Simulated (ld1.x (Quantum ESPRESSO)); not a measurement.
# Which change was made? (C, TM)

* Element: carbon
* Generator: ld1.x (Quantum ESPRESSO) 7.5
* Type: norm-conserving Troullier–Martins (Kleinman–Bylander form)
* Functional: PBE
* Relativity: scalar-relativistic
* Frozen core: [He]
* Valence charge: 4
* Reference configuration: 2s2 2p2
* Partial waves: 2s (bound): rc 1.25 bohr; 2p (bound): rc 2.70 bohr
* Local potential: all-electron potential smoothed inside 1.10 bohr (lloc = -1)
* Core correction: none

Cutoffs, loose and tight: the cutoffs (Ry, on a coarse ladder) from which the occupation-weighted sum of valence levels, in a spherical-Bessel basis at the reference potential, stays within 10 and 1 mRy of its value at 400 Ry. They do not see the model core or the augmentation charge, which bear on the density cutoff. Test errors are all-electron minus pseudo excitation energies from the reference, over the configurations 2s2 2p1; 2s2 2p0; 2s1 2p0; 2s2 2p2.3; 2s1 2p3; 2s1 2p2; 2s0 2p4; variants that change the core or the reference have their own tests.

The base gives: outcome: generated; cutoff, loose: 35 Ry; cutoff, tight: 80 Ry; bound ghosts: none; largest test error (meV): +1520.

After one change the result is: outcome: generated; cutoff, loose: 18 Ry; cutoff, tight: 30 Ry; bound ghosts: none; largest test error (meV): +1510. Which change was it?
A. wave 2s (bound): rc 1.25 bohr becomes 2s (bound): rc 1.68 bohr
B. wave 2s (bound): rc 1.25 bohr becomes 2s (bound): rc 0.82 bohr
C. wave 2s (bound): rc 1.25 bohr becomes 2s (bound): rc 1.84 bohr
D. wave 2s (bound): rc 1.25 bohr becomes 2s (bound): rc 1.50 bohr

C. The others give: wave 2s (bound): rc 1.25 bohr becomes 2s (bound): rc 1.68 bohr → outcome: generated; cutoff, loose: 21 Ry; cutoff, tight: 45 Ry; bound ghosts: none; largest test error (meV): +1511 | wave 2s (bound): rc 1.25 bohr becomes 2s (bound): rc 0.82 bohr → outcome: generated; cutoff, loose: 90 Ry; cutoff, tight: 200 Ry; bound ghosts: none; largest test error (meV): +1519 | wave 2s (bound): rc 1.25 bohr becomes 2s (bound): rc 1.50 bohr → outcome: generated; cutoff, loose: 25 Ry; cutoff, tight: 55 Ry; bound ghosts: none; largest test error (meV): +1516.
